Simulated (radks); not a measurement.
The numbers below are computed, except where a source is named.
In12+, 37 electrons, occupied as [Kr] 4d1 (the NIST ground configuration).

Code: a radial shooting solver on a logarithmic mesh with Libxc functionals. Model: scalar-relativistic Kohn-Sham, exchange-only LDA, spin-polarised, spherical densities, point nucleus; open shells are filled with parallel spins first (spin-orbit coupling, left out, can overturn this in heavy ions).

Energy parts (Ry):
| part | energy |
|---|---|
| total | -11650.66451 |
| kinetic | 12151.99332 |
| electron-nucleus | -27486.88522 |
| Hartree | 3966.48521 |
| exchange | -282.25781 |

Orbitals (lengths in bohr, moments of r in powers of bohr; r(90%) holds 90 % of the orbital's charge):
orbital  occ.  eigenvalue (Ry)  r(90%)     <r^2>
1s up       1        -2056.438  0.0534  0.001197
1s down     1        -2056.437  0.0534  0.001197
2s up       1        -324.3078   0.199   0.01950
2s down     1        -324.2786   0.199   0.01950
2p up       3        -293.2206   0.183   0.01537
2p down     3        -293.1974   0.183   0.01537
3s up       1        -76.41866   0.512    0.1384
3s down     1        -76.39726   0.512    0.1383
3p up       3        -66.24104   0.520    0.1388
3p down     3        -66.21790   0.520    0.1388
3d up       5        -50.47860   0.507    0.1229
3d down     5        -50.44876   0.507    0.1228
4s up       1        -25.72371    1.13    0.7064
4s down     1        -25.60550    1.13    0.7059
4p up       3        -22.39908    1.20    0.7840
4p down     3        -22.27932    1.20    0.7836
4d up       1        -17.35655    1.33    0.9328
4d down     0        -17.23663    1.33    0.9334
5s up       0        -12.32696    2.12     2.566
5s down     0        -12.24575    2.12     2.580
5p up       0        -11.05099    2.26     2.904
5p down     0        -10.97672    2.27     2.923

The highest occupied level is 4d up at -236.15 eV. The density falls to 0.001 e/bohr^3 at r = 2.00 bohr.
